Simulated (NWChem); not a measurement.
# TiOCl, doublet; SMILES [Ti]([Cl])=[O]

```xyz
3

Ti     0.3224     0.5956     0.0000
Cl    -0.1494    -1.6813     0.0000
O     -0.5691     1.9349     0.0000
```
Atoms are numbered in this order, from 1.

In the optimisation the excess spin sits in a" (Cs, its own frame). Structure relaxed at the B3LYP/6-31G* (spherical d), spin-unrestricted level. The spin multiplicity was typed, not searched, and may not be the lowest. No stability test was run on the SCF state.

Symmetry labels are those of Cs in the frame above (b1 and b2, or b-type labels, depend on it).

Q: List the 4 lowest vertical excitations from PBE0/def2-SVP, spin-unrestricted, TDA (NWChem).

A: 
| state | energy (eV) | oscillator strength | symmetry of the excitation | <S²> |
|---|---|---|---|---|
| state 1 | 0.34 | 0.000 | a' | 0.81 |
| state 2 | 0.88 | 0.002 | a' | 0.80 |
| state 3 | 2.01 | 0.002 | a" | 0.81 |
| state 4 | 2.63 | 0.000 | a' | 0.80 |
